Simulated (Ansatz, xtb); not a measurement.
## A geometry optimisation of AlBrH3OSn with r2SCAN-D4/def2-SVP

The starting geometry of this gas-phase doublet was built from a drawn formula by distance geometry and a force field; its bonds are those of `[OH][AlH][SnH][Br]`.

```xyz
7

Al   -0.4814   -0.0928    1.0855
Br   -0.5943   -4.2645    1.5662
O    -1.9933   -0.0853    2.0321
Sn    0.7080   -2.3886    0.5763
H    -2.7277   -0.2097    1.3776
H     0.1153    1.2426    0.5406
H     0.8340   -2.6751   -1.1879
```

**Question.** Predict what it relaxes into with r2SCAN-D4/def2-SVP.

**Answer.** It keeps its bonds, and is `[OH][AlH][SnH][Br]`.

The energy falls by 0.47 eV over 15 steps:

| step | E − E(last) (eV) |
| --- | --- |
| 1 | 0.475 |
| 3 | 0.322 |
| 4 | 0.211 |
| 6 | 0.097 |
| 7 | 0.031 |
| 9 | 0.014 |
| 10 | 0.005 |
| 12 | 0.000 |
| 13 | 0.000 |
| 15 | 0.000 |

Final geometry (Å):

```tsv
atom	x (Å)	y (Å)	z (Å)
Al	-0.5034	0.0594	0.8743
Br	-1.2590	-3.7064	1.2897
O	-1.9490	-0.1064	1.7534
Sn	0.7455	-2.2832	0.5586
H	-2.3165	-0.9699	1.9816
H	0.0349	1.5029	0.5255
H	1.1081	-2.9700	-0.9927
```

From the same start GFN2-xTB ends elsewhere, differing in Al1–H7 (1.70 against 3.91 Å here), Sn4–H7 (2.39 against 1.73 Å here).

The end wasn't checked by frequencies. Open shells are spin-unrestricted. Atoms past krypton carry core potentials, without spin–orbit terms. Run with Ansatz 0.2.0, 2.3 min on 2 threads of Arm Neoverse V2, with other jobs on the host.
